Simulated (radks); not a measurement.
Task: The mean radii <r> (bohr) of the occupied orbitals of an atom or ion are listed with their occupations. All-electron calculation, Dirac Kohn-Sham, BLYP, spin-unpolarised, spherical densities, point nucleus. Program: a radial shooting solver on a logarithmic mesh with Libxc functionals.

| orbital | occ. | <r> |
|---|---|---|
| 1s1/2 | 2 | 0.02111 |
| 2s1/2 | 2 | 0.08921 |
| 2p1/2 | 2 | 0.07437 |
| 2p3/2 | 4 | 0.08143 |
| 3s1/2 | 2 | 0.2341 |
| 3p1/2 | 2 | 0.2238 |
| 3p3/2 | 4 | 0.2372 |
| 3d3/2 | 4 | 0.2097 |
| 3d5/2 | 6 | 0.2138 |
| 4s1/2 | 2 | 0.5285 |
| 4p1/2 | 2 | 0.5386 |
| 4p3/2 | 4 | 0.5687 |
| 4d3/2 | 4 | 0.5987 |
| 4d5/2 | 6 | 0.6092 |
| 5s1/2 | 2 | 1.247 |
| 5p1/2 | 2 | 1.371 |
| 5p3/2 | 4 | 1.453 |
| 4f5/2 | 3.42857 | 0.7575 |
| 4f7/2 | 4.57143 | 0.7666 |

Name the element and its charge. Open shells, if any, are shared by 2j + 1.

Result: Z = 66, dysprosium, charge +4: Dy4+ in [Xe] 4f8. The 1s radius gives Z: for a bare nucleus <r> = (2 gamma + 1)/(2Z) with gamma = sqrt(1 - (Z/c)^2), 0.02085 bohr for Z = 66, and screening makes it slightly larger (0.02111 here). The occupations add up to 62, and the charge is Z minus that.
